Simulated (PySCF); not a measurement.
Al(OH)2(OEt), SMILES CC[O][Al]([OH])[OH] (C₂H₇AlO₃), PBE0/def2-SVP optimised geometry.

```
13

Al    -0.21     0.93     0.00
O     -1.06     2.40     0.00
H     -2.01     2.46     0.01
O      1.48     0.93     0.00
H      2.01     1.73     0.00
O     -1.07    -0.53     0.00
C     -0.75    -1.89     0.13
C      0.06    -2.18     1.37
H     -1.70    -2.46     0.15
H     -0.20    -2.24    -0.76
H     -0.49    -1.87     2.28
H      0.27    -3.26     1.47
H      1.02    -1.65     1.35
```

Density from PBE0/def2-TZVP in PySCF at that geometry.

Minimum of the electron density along straight lines between bonded atoms, close to the bond critical point (lines longer than 1.1 times the sum of covalent radii, or with two minima, are not listed):

| bond | length / Å | ρ at the minimum / e bohr⁻³ | ∇²ρ there / e bohr⁻⁵ | position (fraction from the first atom) |
|---|---|---|---|---|
| Al1–O2 | 1.696 | 0.111 | 0.80 | 0.43 |
| O2–H3 | 0.958 | 0.358 | -2.44 | 0.81 |
| Al1–O4 | 1.696 | 0.111 | 0.80 | 0.43 |
| O4–H5 | 0.958 | 0.358 | -2.44 | 0.81 |
| Al1–O6 | 1.690 | 0.110 | 0.82 | 0.43 |
| O6–C7 | 1.395 | 0.264 | -0.50 | 0.66 |
| C7–C8 | 1.517 | 0.255 | -0.66 | 0.50 |
| C7–H9 | 1.105 | 0.279 | -0.97 | 0.64 |
| C7–H10 | 1.107 | 0.277 | -0.95 | 0.64 |
| C8–H11 | 1.102 | 0.271 | -0.90 | 0.64 |
| C8–H12 | 1.101 | 0.270 | -0.90 | 0.64 |
| C8–H13 | 1.102 | 0.271 | -0.91 | 0.64 |
